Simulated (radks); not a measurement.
Neutral tungsten, 74 electrons, occupied as [Xe] 4f14 5d4 6s2. All-electron calculation, scalar-relativistic Kohn-Sham, LDA (Slater exchange, Perdew-Wang correlation), spin-polarised, spherical densities, point nucleus; open shells are filled with parallel spins first (spin-orbit coupling, left out, can overturn this in heavy ions); hard spherical wall at 15 bohr. Program: a radial shooting solver on a logarithmic mesh with Libxc functionals.

Unscreened Slater integrals over Kohn-Sham orbitals (eV). They are taken over the spin-up orbitals. Empty in this configuration: 6p.

integral     value
F0(5d,5d)   12.215
F2(5d,5d)   6.1088
F4(5d,5d)   3.9554
F0(5d,6s)   9.1948
G2(5d,6s)   2.7664
F0(5d,4f)   16.224
F2(5d,4f)   3.4487
F4(5d,4f)   1.5809
G1(5d,4f)   1.3180
G3(5d,4f)   1.1275
G5(5d,4f)  0.87301
F0(5d,5p)   14.682
F2(5d,5p)   6.7432
G1(5d,5p)   7.7820
G3(5d,5p)   4.7572
F0(5d,6p)   6.8266
F2(5d,6p)   2.1721
G1(5d,6p)   1.3517
G3(5d,6p)  0.96538
F0(6s,6s)   7.9482
F0(6s,4f)   10.491
G3(6s,4f)  0.29227
F0(6s,5p)   9.9705
G1(6s,5p)  0.73381
F0(6s,6p)   6.3350
G1(6s,6p)   3.5536
F0(4f,4f)   41.246
F2(4f,4f)   19.870
F4(4f,4f)   12.521
F6(4f,4f)   9.0240
F0(4f,5p)   23.963
F2(4f,5p)   7.6332
G2(4f,5p)   3.4055
G4(4f,5p)   2.7340
F0(4f,6p)   7.3502
F2(4f,6p)  0.57883
G2(4f,6p)  0.13645
G4(4f,6p)  0.12291
F0(5p,5p)   19.558
F2(5p,5p)   10.507
F0(5p,6p)   7.1284
F2(5p,6p)   1.2880
G0(5p,6p)  0.21881
G2(5p,6p)  0.28818
F0(6p,6p)   5.4691
F2(6p,6p)   2.8629

Derived for the open shells (J is the average intra-shell exchange parameter used in DFT+U). 5d: Racah B = F2/49 - 5 F4/441 = 0.07982 eV, C = 35 F4/441 = 0.3139 eV, C/B = 3.93, F4/F2 = 0.647, J = (F2 + F4)/14 = 0.7189 eV.
